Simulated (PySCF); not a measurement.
Adding and removing an electron: BeH

UHF-CCSD(T); PySCF, no relativity, basis sets Be def2-SVPD, H def2-SVPD. Neutral (UHF): doublet (σ ↑), Re = 1.348 Å, ωe = 2054 cm⁻¹, De = 2.01 eV.

BeH⁺ (RHF): singlet (closed shell), Re = 1.317 Å, ωe = 2205 cm⁻¹, De = 2.94 eV to Be⁺ + H. The energies at the minima are -15.17187 hartree for BeH and -14.86898 for BeH⁺.

**Question.** Work out the adiabatic ionisation energy, without and with harmonic zero-point energies (1 hartree = 27.2114 eV, 1 eV = 8065.5 cm⁻¹), and the change of the bond length.

**Answer.** At CCSD(T): 0.30289 hartree = 8.242 eV between the minima; the zero-point term (2205.0 − 2054.0)/2 cm⁻¹ = +0.009 eV makes it 8.251 eV. Re changes by -3.1 pm against the neutral. The electron leaves a σ orbital, and the shorter bond of the ion fits an antibonding orbital, or a change in how ionic the bond is.

Correlated steps freeze no core orbitals. Correlated levels converge slowly with the basis: in double zeta they bind strong bonds too weakly, by up to about 1 eV, and carry superposition errors of some tenths. For an ion De counts to the pair picked by the measured ionisation energies or electron affinities, which need not be the lowest pair at this level. Where the molecule has an RHF reference, its open-shell atoms are computed with UHF. States were picked by a PBE0 search and need not be the measured ground states.

Neutral and ion stand on different kinds of reference determinant, which adds to the error of the difference.
